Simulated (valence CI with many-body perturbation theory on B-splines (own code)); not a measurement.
**E1 line list for Pb76+**

Method: configuration interaction combined with many-body perturbation theory (CI+MBPT): four valence electrons over a frozen Dirac-Fock core [He], a basis of 11 s, 11 p, 10 d, 8 f, 5 g, 2 h functions for each j, with the one-electron correlation potential Σ1 (screened to all orders), the two-electron term Σ2, the three-electron term Σ3, Breit, model QED; selected single and double excitations, second order for the rest, scaled by the run's own slope (own B-spline code, finite nucleus).

No measured spectrum was set against this ion. As an estimate, large intervals hold to a few tenths of a per cent, small ones and those within an open d or f shell to about a per cent. Among the levels kept, up to 1200 cm⁻¹ of a level comes from second order outside the variational space, and about a tenth of that is noise between levels of different J, which matters for small intervals.

Lines 1 to 50 of 513 in falling wavelength, among levels below 19121 eV, chosen from the strongest by gf and those to the six lowest levels. Wavelengths and rates use the calculated energies. Electric multipoles are in the length gauge, E1 and E2 with the static RPA response of the core. Weak lines are less certain than strong ones. Lines between different terms over intervals too small for the method are left out, as are lines whose strength nearly cancels. The highest levels of a list are the least certain.

Levels are named by their leading jj configuration (3d3/2^4 stands for four electrons in 3d with j = 3/2), which in mixed levels can hold well under half, so a name can repeat and another be missing. Letters in brackets count levels of one name in rising energy.

| λ vac (Å) | Upper | Lower | A (s⁻¹) | S (a.u.) |
| --- | --- | --- | --- | --- |
| 272.3 | (2s 2p1/2^2 4f7/2) J=3 | (2s 2p1/2^2 4d5/2) J=2 | 1.72e+09 | 1.20e-01 |
| 245.1 | (2s 2p1/2^2 4f7/2) J=4 | (2s 2p1/2^2 4d5/2) J=3 | 2.48e+09 | 1.62e-01 |
| 242.5 | (2s^2 2p1/2 4f7/2) J=4 | (2s^2 2p1/2 4d5/2) J=3 | 2.55e+09 | 1.62e-01 |
| 236.3 | (2s^2 2p1/2 4f7/2) J=3 | (2s^2 2p1/2 4d5/2) J=2 | 2.62e+09 | 1.20e-01 |
| 135.4 | (2s 2p1/2^2 4f5/2) J=3 | (2s 2p1/2^2 4d3/2) J=2 | 1.36e+10 | 1.17e-01 |
| 133.4 | (2s^2 2p1/2 4f5/2) J=2 | (2s^2 2p1/2 4d3/2) J=1 | 8.11e+09 | 4.75e-02 |
| 132.0 | (2s 2p1/2^2 4f5/2) J=2 | (2s 2p1/2^2 4d3/2) J=1 | 1.33e+10 | 7.53e-02 |
| 128.1 | (2s^2 2p1/2 4f5/2) J=3 | (2s^2 2p1/2 4d3/2) J=2 | 1.61e+10 | 1.17e-01 |
| 124.2 | (2s^2 2p1/2 4d5/2) J=2 | (2s^2 2p1/2 4p3/2) J=1 | 1.41e+10 | 6.67e-02 |
| 116.0 | (2s 2p1/2^2 4d5/2) J=3 | (2s 2p1/2^2 4p3/2) J=2 | 3.67e+10 | 1.98e-01 |
| 113.5 | (2s^2 2p1/2 4d5/2) J=3 | (2s^2 2p1/2 4p3/2) J=2 | 3.87e+10 | 1.95e-01 |
| 112.0 | (2s 2p1/2^2 4d5/2) J=2 | (2s 2p1/2^2 4p3/2) J=1 | 3.72e+10 | 1.29e-01 |
| 101.9 | (2s^2 2p1/2 4d5/2) J=2 | (2s 2p1/2^2 4s) J=1 | 2.24e+10 | 5.84e-02 |
| 49.16 | (2s 2p1/2 2p3/2 3d5/2) J=5 | (2s 2p1/2 2p3/2 3p3/2) J=4 | 1.13e+11 | 7.31e-02 |
| 48.88 | (2p1/2^2 2p3/2 3d5/2) J=3 | (2p1/2^2 2p3/2 3p3/2) J=2 | 1.01e+11 | 4.09e-02 |
| 48.68 | (2s 2p1/2^2 3d5/2) J=3 | (2s 2p1/2^2 3p3/2) J=2 | 1.22e+11 | 4.85e-02 |
| 48.65 | (2s 2p1/2 2p3/2 3d5/2) J=2 [d] | (2s 2p1/2 2p3/2 3p3/2) J=1 [d] | 7.55e+10 | 2.15e-02 |
| 48.47 | (2p1/2^2 2p3/2 3d5/2) J=4 | (2p1/2^2 2p3/2 3p3/2) J=3 | 1.27e+11 | 6.44e-02 |
| 48.37 | (2s 2p1/2 2p3/2 3d5/2) J=4 [b] | (2s 2p1/2 2p3/2 3p3/2) J=3 [b] | 9.64e+10 | 4.84e-02 |
| 48.30 | (2s^2 2p3/2 3d5/2) J=3 | (2s^2 2p3/2 3p3/2) J=2 | 6.70e+10 | 2.61e-02 |
| 48.22 | (2s^2 2p3/2 3d5/2) J=4 | (2s^2 2p3/2 3p3/2) J=3 | 6.52e+10 | 3.25e-02 |
| 48.22 | (2s 2p1/2 2p3/2 3d5/2) J=2 [c] | (2s 2p1/2 2p3/2 3p3/2) J=1 [c] | 8.71e+10 | 2.41e-02 |
| 48.21 | (2s 2p1/2 2p3/2 3d5/2) J=4 [a] | (2s 2p1/2 2p3/2 3p3/2) J=3 [a] | 1.15e+11 | 5.73e-02 |
| 47.86 | (2s^2 2p1/2 3d5/2) J=2 | (2s^2 2p1/2 3p3/2) J=1 | 9.06e+10 | 2.45e-02 |
| 47.84 | (2s 2p1/2 2p3/2 3d5/2) J=3 [c] | (2s 2p1/2 2p3/2 3p3/2) J=2 [c] | 9.79e+10 | 3.70e-02 |
| 47.79 | (2s 2p1/2 2p3/2 3d5/2) J=3 [d] | (2s 2p1/2 2p3/2 3p3/2) J=2 [d] | 1.01e+11 | 3.82e-02 |
| 47.23 | (2s 2p1/2 2p3/2 3d5/2) J=4 [c] | (2s 2p1/2 2p3/2 3p3/2) J=3 [c] | 1.25e+11 | 5.84e-02 |
| 46.99 | (2s 2p1/2 2p3/2 3d5/2) J=3 [a] | (2s 2p1/2 2p3/2 3p3/2) J=2 [a] | 6.32e+10 | 2.26e-02 |
| 46.76 | (2s^2 2p1/2 3d5/2) J=3 | (2s^2 2p1/2 3p3/2) J=2 | 1.26e+11 | 4.45e-02 |
| 46.32 | (2s 2p1/2 2p3/2 3d5/2) J=3 [b] | (2s 2p1/2 2p3/2 3p3/2) J=2 [b] | 7.11e+10 | 2.44e-02 |
| 46.17 | (2s 2p1/2^2 3d5/2) J=2 | (2s 2p1/2^2 3p3/2) J=1 | 1.24e+11 | 3.02e-02 |
| 45.96 | (2p1/2^2 2p3/2 3d5/2) J=2 | (2p1/2^2 2p3/2 3p3/2) J=1 | 9.11e+10 | 2.18e-02 |
| 45.07 | (2s 2p1/2 2p3/2 3d5/2) J=2 [a] | (2s 2p1/2 2p3/2 3p3/2) J=1 [a] | 8.49e+10 | 1.92e-02 |
| 44.70 | (2s 2p1/2 2p3/2^2) J=2 [a] | (2s^2 2p3/2^2) J=2 | 3.38e+09 | 7.45e-04 |
| 44.60 | (2s^2 2p3/2 3d5/2) J=2 | (2s^2 2p3/2 3p3/2) J=1 | 7.12e+10 | 1.56e-02 |
| 43.33 | (2s 2p1/2 2p3/2 3p3/2) J=4 | (2s^2 2p3/2 3p3/2) J=3 | 8.52e+10 | 3.08e-02 |
| 40.53 | (2s^2 2p1/2 4d3/2) J=1 | (2s^2 2p1/2 4p1/2) J=0 | 2.24e+11 | 2.21e-02 |
| 39.56 | (2s 2p1/2^2 4d3/2) J=2 | (2s 2p1/2^2 4p1/2) J=1 | 5.72e+11 | 8.75e-02 |
| 39.04 | (2s 2p1/2^2 4d3/2) J=1 | (2s 2p1/2^2 4p1/2) J=0 | 5.16e+11 | 4.54e-02 |
| 38.90 | (2s^2 2p1/2 4d3/2) J=2 | (2s^2 2p1/2 4p1/2) J=1 | 7.74e+11 | 1.12e-01 |
| 38.81 | (2s 2p1/2^2 4p1/2) J=1 | (2s^2 2p1/2 4p1/2) J=0 | 2.74e+11 | 2.37e-02 |
| 38.77 | (2s 2p1/2^2 4s) J=1 | (2s^2 2p1/2 4s) J=0 | 2.10e+11 | 1.81e-02 |
| 38.67 | (2s 2p1/2^2 4p3/2) J=2 | (2s^2 2p1/2 4p3/2) J=1 | 5.69e+11 | 8.11e-02 |
| 38.46 | (2s 2p1/2^2 4p3/2) J=1 | (2s 2p1/2^2 4s) J=0 | 6.41e+11 | 5.40e-02 |
| 38.31 | (2s 2p1/2 2p3/2^2) J=3 | (2s^2 2p3/2^2) J=2 | 1.95e+10 | 3.80e-03 |
| 37.93 | (2s 2p1/2^2 4d3/2) J=2 | (2s^2 2p1/2 4d3/2) J=1 | 2.07e+11 | 2.79e-02 |
| 37.39 | (2s^2 2p1/2 4p3/2) J=2 | (2s^2 2p1/2 4s) J=1 | 1.03e+12 | 1.32e-01 |
| 36.76 | (2s 2p1/2^2 4p1/2) J=1 | (2s^2 2p1/2 4p1/2) J=1 | 2.16e+11 | 1.58e-02 |
| 36.48 | (2s^2 2p1/2 4p3/2) J=1 | (2s^2 2p1/2 4s) J=1 | 3.09e+11 | 2.22e-02 |
| 36.29 | (2s^2 2p1/2 4p3/2) J=1 | (2s^2 2p1/2 4s) J=0 | 5.02e+11 | 3.55e-02 |
